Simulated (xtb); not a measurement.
IK, triplet, at the geometry of the source list (GFN-xTB shapes and energies of metal compounds can be far from the true ones) (a higher spin typed on purpose: for a closed-shell molecule this is an excited state); GFN2-xTB (xtb 6.7.1).

Input for xtb:
```
$ xtb mol.xyz --gfn 2 --uhf 2 --grad --json

# file mol.xyz
2

K     -1.05890000    -0.75220000    -0.90220000
I      1.05890000     0.75220000     0.90220000
```

Output, abridged:

```
   ID    Z sym.   atoms
    1   19 K      1
    2   53 I      2

           -------------------------------------------------
          |                Calculation Setup                |
           -------------------------------------------------

           -------------------------------------------------
          |                 G F N 2 - x T B                 |
           -------------------------------------------------

          ...................................................
          :                      SETUP                      :
          :.................................................:
          :  # basis functions                  14          :
          :  # atomic orbitals                  13          :
          :  # shells                            5          :
          :  # electrons                         8          :
          :  max. iterations                   250          :
          :  Hamiltonian                  GFN2-xTB          :
          :  restarted?                      false          :
          :  GBSA solvation                  false          :
          :  PC potential                    false          :
          :  electronic temp.          300.0000000     K    :
          :  accuracy                    1.0000000          :
          :  -> integral cutoff          0.2500000E+02      :
          :  -> integral neglect         0.1000000E-07      :
          :  -> SCF convergence          0.1000000E-05 Eh   :
          :  -> wf. convergence          0.1000000E-03 e    :
          :  Broyden damping             0.4000000          :
          :  net charge                          0          :
          :  unpaired electrons                  2          :
          ...................................................

 iter      E             dE          RMSdq      gap      omega  full diag
   1     -3.2039370 -0.320394E+01  0.275E+01    3.02       0.0  T
   2     -3.9344407 -0.730504E+00  0.224E+01    2.84       1.0  T
   3     -3.9374258 -0.298510E-02  0.131E+01    3.06       1.0  T
   4     -3.9380673 -0.641473E-03  0.684E+00    3.32       1.0  T
   5     -3.9384674 -0.400058E-03  0.463E+00    3.53       1.0  T
   6     -3.9384741 -0.670228E-05  0.404E+00    3.51       1.0  T
   7     -3.9380178  0.456257E-03  0.623E+00    3.56       1.0  T
   8     -3.9387720 -0.754140E-03  0.205E+00    3.56       1.0  T
   9     -3.9388627 -0.907035E-04  0.774E-02    3.56       1.0  T
  10     -3.9388628 -0.134918E-06  0.545E-03    3.56      13.0  T
  11     -3.9388628  0.123442E-07  0.246E-02    3.56       2.9  T
  12     -3.9388628 -0.130778E-07  0.109E-03    3.55      64.9  T
  13     -3.9388628 -0.273768E-10  0.362E-05    3.55    1951.3  T
  14     -3.9388628 -0.210054E-12  0.829E-06    3.56    8533.4  T

   *** convergence criteria satisfied after 14 iterations ***

 transition dipole moment (au) for excitation:           4           5
     X       Y       Z
   0.2455   0.1744   0.2092  total (au/Debye):    0.367   0.932
 dE (eV)             :    7.833
 oscillator strength :  0.36493E-01

         :::::::::::::::::::::::::::::::::::::::::::::::::::::
         ::                     SUMMARY                     ::
         :::::::::::::::::::::::::::::::::::::::::::::::::::::
         :: total energy              -3.934905055365 Eh    ::
         :: gradient norm              0.023173437340 Eh/a0 ::
         :: HOMO-LUMO gap              3.555003066690 eV    ::
         ::.................................................::
         :: SCC energy                -3.938862793995 Eh    ::
         :: -> isotropic ES            0.000880964816 Eh    ::
         :: -> anisotropic ES         -0.003368077782 Eh    ::
         :: -> anisotropic XC         -0.007730175112 Eh    ::
         :: -> dispersion             -0.000536162789 Eh    ::
         :: repulsion energy           0.003957738630 Eh    ::
         :: add. restraining           0.000000000000 Eh    ::
         :: total charge              -0.000000000000 e     ::
         :::::::::::::::::::::::::::::::::::::::::::::::::::::

           -------------------------------------------------
          |                Property Printout                |
           -------------------------------------------------

    * Orbital Energies and Occupations

         #    Occupation            Energy/Eh            Energy/eV
      -------------------------------------------------------------
         1        2.0000           -0.7760558             -21.1176
         2        1.6693           -0.4481218             -12.1940
         3        1.6693           -0.4481218             -12.1940
         4        1.6615           -0.4480885             -12.1931
         5        1.0000           -0.1602166              -4.3597 (HOMO)
         6                         -0.0295726              -0.8047 (LUMO)
         7                         -0.0295726              -0.8047
         8                         -0.0159472              -0.4339
         9                         -0.0159472              -0.4339
        10                         -0.0151262              -0.4116
        11                         -0.0093357              -0.2540
        12                         -0.0093357              -0.2540
        13                          0.2228941               6.0653
      -------------------------------------------------------------
                  HL-Gap            0.1306440 Eh            3.5550 eV
             Fermi-level           -0.2711733 Eh           -7.3790 eV

     #   Z          covCN         q      C6AA      α(0)
     1  19 K        0.729     0.070   231.341    54.147
     2  53 I        0.729    -0.070   376.189    33.485

 Mol. C6AA /au·bohr⁶  :       1088.455760
 Mol. C8AA /au·bohr⁸  :     142409.200336
 Mol. α(0) /au        :         87.632385

Wiberg/Mayer (AO) data.
largest (>0.10) Wiberg bond orders for each atom

 ---------------------------------------------------------------------------
     #   Z sym  total        # sym  WBO       # sym  WBO       # sym  WBO
 ---------------------------------------------------------------------------
     1  19 K   -0.144
     2  53 I   -0.144
 ---------------------------------------------------------------------------

molecular dipole:
                 x           y           z       tot (Debye)
 q only:       -0.281      -0.200      -0.239
   full:        1.698       1.206       1.447       6.446
molecular quadrupole (traceless):
                xx          xy          yy          xz          yz          zz
 q only:       -0.000      -0.000       0.000      -0.000      -0.000       0.000
  q+dip:       -2.371      -6.567       2.208      -7.876      -5.595       0.163
   full:       -2.299      -6.368       2.142      -7.638      -5.426       0.158

           -------------------------------------------------
          | TOTAL ENERGY               -3.934905055365 Eh   |
          | GRADIENT NORM               0.023173437340 Eh/α |
          | HOMO-LUMO GAP               3.555003066690 eV   |
           -------------------------------------------------

normal termination of xtb
```
